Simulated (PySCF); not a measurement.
C3H5ClOSi, SMILES C=C=C(Cl)[SiH2]O. Atoms are numbered in the order given.

```xyz
11

C      2.4622    -1.1374    -0.0239
C      1.3910    -0.3831    -0.0433
C      0.2832     0.3139    -0.0556
Cl     0.3047     2.0792    -0.2294
Si    -1.4377    -0.4349     0.1059
O     -1.3317    -2.0888     0.2586
H      2.8811    -1.5538    -0.9473
H      2.9823    -1.3677     0.9133
H     -2.0897     0.2161     1.2781
H     -2.2138    -0.1696    -1.1286
H     -0.7782    -2.4329     0.9696
```
Charge 0, spin multiplicity 1.

Coordinates come from a B3LYP-D3(BJ)/def2-SVP optimisation. This is a generated structure with no PubChem entry under its InChIKey; it may be hypothetical. One conformer was computed; it need not be the lowest.

The numbers are results of PySCF with HF/def2-TZVP, not measurements.

Computed frontier levels, gap, dipole moment and polarisability:
highest occupied level: -10.19 eV
lowest empty level: 2.65 eV
orbital gap: 12.84 eV
dipole moment: 2.54 D
quadrupole, principal values (traceless, Buckingham form, about the centre of nuclear charge): -11.72, 2.03, 9.70 D·Å
mean static polarisability: 76.6 bohr³ (11.35 Å³)
polarisability, principal values: 52.2, 67.1, 110.5 bohr³
